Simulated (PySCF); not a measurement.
# Static response to an electric field

C₇H₁₆Ge.
Cartesian coordinates in Å at the PBE0-D3(BJ)/def2-SVP level; atoms count from 1:
```
atom  x, y, z in Å
C1     3.1684    0.7166    0.1445
C2     2.1479   -0.4047    0.0281
C3     0.7386   -0.0356    0.4841
C4    -0.2014   -1.2456    0.4552
C5    -1.6275   -0.9875    0.9419
C6    -2.4680   -0.0952    0.0284
C7    -1.9825    1.3525   -0.0431
Ge8   -0.0890    1.4267   -0.5510
H9     4.1712    0.3780   -0.1550
H10    3.2366    1.0881    1.1798
H11    2.9073    1.5759   -0.4938
H12    2.1078   -0.7599   -1.0175
H13    2.4924   -1.2728    0.6206
H14    0.7914    0.3333    1.5264
H15   -0.2428   -1.6493   -0.5744
H16    0.2466   -2.0503    1.0666
H17   -2.1393   -1.9565    1.0588
H18   -1.5913   -0.5412    1.9532
H19   -2.4750   -0.5352   -0.9857
H20   -3.5176   -0.1178    0.3699
H21   -2.5915    1.9456   -0.7430
H22   -2.0785    1.8342    0.9449
H23    0.5197    2.8117   -0.2456
H24    0.0815    1.1340   -2.0611
```

Level: PBE0/def2-SVPD (PySCF), static field, nuclei fixed, core orbitals frozen in the response. The polarisability tensor in these axes (au):

```
x   127.69   1.44  -1.55
y     1.44 112.70  -6.20
z    -1.55  -6.20  98.45
```

Give the principal values, the mean and the anisotropy Δα = √{½[(α1 − α2)² + (α2 − α3)² + (α1 − α3)²]}.

Principal values 96.10, 114.74 and 128.00 au; mean 112.95 au = 16.74 Å³ = 18.62 × 10⁻⁴⁰ C²·m²/J; Δα = 27.75 au (25 % of the mean).

What is the dipole moment, and where does it point?

(-0.34, -0.52, 0.56) D, 0.84 D in size, pointing from the negative to the positive side. Measured along this direction, the outermost atoms are H11 at the negative end and H17 at the positive end.

Form Σ f/ω² (atomic units) for the 10 lowest TDDFT singlets, given as eV and f, and set it beside the mean polarisability, which is this sum over all singlets: 6.92, 0.0064; 7.16, 0.0172; 7.47, 0.0175; 7.56, 0.0039; 7.57, 0.0369; 7.76, 0.0398; 7.89, 0.1023; 7.95, 0.0330; 8.11, 0.0740; 8.16, 0.0090.

They add up to 4.13 au, 3.7 % of the 112.95 au; the largest single term is 1.22 au, from the state at 7.89 eV. Terms in order: 0.10, 0.25, 0.23, 0.05, 0.48, 0.49, 1.22, 0.39, 0.83, 0.10 au. Higher excitations give the rest. The strengths listed sum to 0.340.

What are the principal values of the traceless quadrupole moment, Θ = ½Σq(3rr − r²1), about the centre of nuclear charge?

-1.73, 0.12, 1.61 D·Å. The values depend on the origin, since the dipole doesn't vanish. The electronic extent ⟨r²⟩ about the same centre is 1563 bohr², a root-mean-square distance of 2.21 Å for the 90 electrons.

Rayleigh depolarisation ratio (linearly polarised light, static tensor)?

ρ = 3Δα²/(45ᾱ² + 4Δα²) = 2310.7/(574050 + 3080.9) = 0.004.

Orientational against electronic polarisability at 298 K (dilute gas, rigid molecules)?

In Gaussian units μ²/3kT = 5.68 Å³ against 16.74 Å³, a ratio of 0.34; the Debye molar polarisation (4π/3)N_A(α + μ²/3kT) is 56.5 cm³/mol, leaving out the vibrational part.

Geometry: PBE0-D3(BJ)/def2-SVP, one conformer, isolated molecule. The calculation is non-relativistic, for germanium too.
